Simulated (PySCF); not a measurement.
Ta(O)(F)(OH)2 (FH2O3Ta), SMILES [Ta]([OH])(=[O])([OH])[F], multiplicity 1.

Coordinates come from a B3LYP-D3(BJ)/def2-SVP optimisation. The multiplicity is an assumed one; no other spin state was optimised. The structure was generated by enumeration; whether it is a known compound was not checked. The def2 effective core potentials stand for the cores of Ta; spin–orbit coupling is left out. Other conformers were not sampled.

All values below come from PBE/def2-TZVP (PySCF).

Symmetry labels are those of the subgroup Cs that the program uses (full group Cs).

Question: List the valence orbital energies around the gap with their symmetry. (An estimate is asked for; the answer gives what the named calculation found.)

Answer: 
```csv
orbital,symmetry,energy (eV)
HOMO−7,A',-10.29
HOMO−6,A',-9.57
HOMO−5,A",-8.87
HOMO−4,A',-8.69
HOMO−3,A",-8.21
HOMO−2,A',-8.01
HOMO−1,A",-7.95
HOMO,A',-7.86
LUMO,A",-1.53
LUMO+1,A',-1.41
LUMO+2,A',-1.19
LUMO+3,A",-0.70
```
